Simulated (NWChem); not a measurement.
System: TiOClF; SMILES [O]=[Ti]([F])[Cl]

Excerpt of the output:

```
             Northwest Computational Chemistry Package (NWChem) 7.3.0
             --------------------------------------------------------

 C1  symmetry detected

                             Geometry "geometry" -> ""
                             -------------------------

 Output coordinates in angstroms (scale by  1.889725989 to convert to a.u.)

  No.       Tag          Charge          X              Y              Z
 ---- ---------------- ---------- -------------- -------------- --------------
    1 Ti                  22.0000     0.11125286    -0.44229848     0.34188836
    2 O                    8.0000     1.44163697    -0.88695690    -0.40754922
    3 F                    9.0000    -1.30639217    -1.21636151    -0.29023085
    4 Cl                  17.0000    -0.13077230     1.63373384    -0.09700426

 Effective nuclear repulsion energy (a.u.)     275.6957403548

                                Z-matrix (autoz)
                                --------

 Units are Angstrom for bonds and degrees for angles

      Type          Name      I     J     K     L     M      Value
      ----------- --------  ----- ----- ----- ----- ----- ----------
    1 Stretch                  1     2                       1.59038
    2 Stretch                  1     3                       1.73449
    3 Stretch                  1     4                       2.13568
    4 Bend                     2     1     3               112.78026
    5 Bend                     2     1     4               105.64895
    6 Bend                     3     1     4               105.44393
    7 Torsion                  2     1     3     4        -114.80586
    8 Torsion                  2     1     4     3         119.64054
    9 Torsion                  3     1     2     4         114.68211
   10 Torsion                  2     4     1     3        -119.64054
   11 Torsion                  3     2     1     4        -114.68211
   12 Torsion                  2     3     1     4         114.80586

                           NWChem Geometry Optimization
                           ----------------------------

 maximum gradient threshold         (gmax) =   0.000450
 rms gradient threshold             (grms) =   0.000300
 maximum cartesian step threshold   (xmax) =   0.001800
 rms cartesian step threshold       (xrms) =   0.001200
 fixed trust radius                (trust) =   0.300000
 source of zmatrix                         =   autoz

[...]

      ----------------------
      Optimization converged
      ----------------------

  Step       Energy      Delta E   Gmax     Grms     Xrms     Xmax
  ---- ---------------- -------- -------- -------- -------- --------
@   12   -1483.98959605 -5.5D-08  0.00006  0.00002  0.00052  0.00129
                                     ok       ok       ok       ok

                                Z-matrix (autoz)
                                --------

 Units are Angstrom for bonds and degrees for angles

      Type          Name      I     J     K     L     M      Value     Gradient
      ----------- --------  ----- ----- ----- ----- ----- ---------- ----------
    1 Stretch                  1     2                       1.57472   -0.00006
    2 Stretch                  1     3                       1.76191   -0.00001
    3 Stretch                  1     4                       2.22809    0.00001
    4 Bend                     2     1     3               113.20196   -0.00000
    5 Bend                     2     1     4               116.82977    0.00000
    6 Bend                     3     1     4               127.47422    0.00000
    7 Torsion                  2     1     3     4        -161.32534    0.00000
    8 Torsion                  2     1     4     3         160.74338   -0.00000
    9 Torsion                  3     1     2     4         163.45492   -0.00000
   10 Torsion                  2     4     1     3        -160.74338    0.00000
   11 Torsion                  3     2     1     4        -163.45492    0.00000
   12 Torsion                  2     3     1     4         161.32534   -0.00000

                         Geometry "geometry" -> "geometry"
                         ---------------------------------

[...]

 Rotational Constants
 --------------------
 A=   0.256289 cm-1  (  0.368734 K)
 B=   0.089639 cm-1  (  0.128967 K)
 C=   0.066790 cm-1  (  0.096094 K)

 Temperature                      =   298.15K
 frequency scaling parameter      =   1.0000

 Zero-Point correction to Energy  =    4.088 kcal/mol  (  0.006515 au)
 Thermal correction to Energy     =    7.320 kcal/mol  (  0.011666 au)
 Thermal correction to Enthalpy   =    7.912 kcal/mol  (  0.012609 au)

 Total Entropy                    =   76.965 cal/mol-K
   - Translational                =   40.140 cal/mol-K (mol. weight = 115.9102)
   - Rotational                   =   26.444 cal/mol-K (symmetry #  =        1)
   - Vibrational                  =   10.381 cal/mol-K

 Cv (constant volume heat capacity) =   13.833 cal/mol-K
   - Translational                  =    2.979 cal/mol-K
   - Rotational                     =    2.979 cal/mol-K
   - Vibrational                    =    7.874 cal/mol-K

[normal modes left out]

 ----------------------------------------------------------------------------
 Normal Eigenvalue ||           Projected Infra Red Intensities
  Mode   [cm**-1]  || [atomic units] [(debye/angs)**2] [(KM/mol)] [arbitrary]
 ------ ---------- || -------------- ----------------- ---------- -----------
    1       -0.000 ||    0.000000           0.000         0.000       0.000
    2        0.000 ||    0.000254           0.006         0.248       0.049
    3        0.000 ||    0.000000           0.000         0.000       0.000
    4        0.000 ||    0.000550           0.013         0.537       0.107
    5        0.000 ||    0.001123           0.026         1.094       0.218
    6        0.000 ||    0.000106           0.002         0.103       0.021
    7       44.952 ||    0.094337           2.176        91.965      18.343
    8      154.654 ||    0.009572           0.221         9.331       1.861
    9      253.215 ||    0.000988           0.023         0.963       0.192
   10      458.705 ||    0.064289           1.483        62.672      12.500
   11      788.848 ||    0.207706           4.792       202.482      40.387
   12     1160.680 ||    0.238227           5.496       232.235      46.321
 ----------------------------------------------------------------------------
```

Level: PBE0/def2-SVP. 

Question: Reconstruct the input file.

Answer: Several could match; the one computed here: the input that was run:
```
start job
memory heap 200 mb stack 900 mb global 1100 mb
geometry units angstroms
  Ti     0.383674     0.085655     0.404035
  O      1.484955    -0.905351    -0.174227
  F     -0.710571    -0.693037     1.501638
  Cl    -0.807379     0.664306    -1.271575
end
basis spherical
  * library def2-svp
end
dft
  xc pbe0
  iterations 150
end
driver
  maxiter 120
end
task dft optimize
task dft freq
```
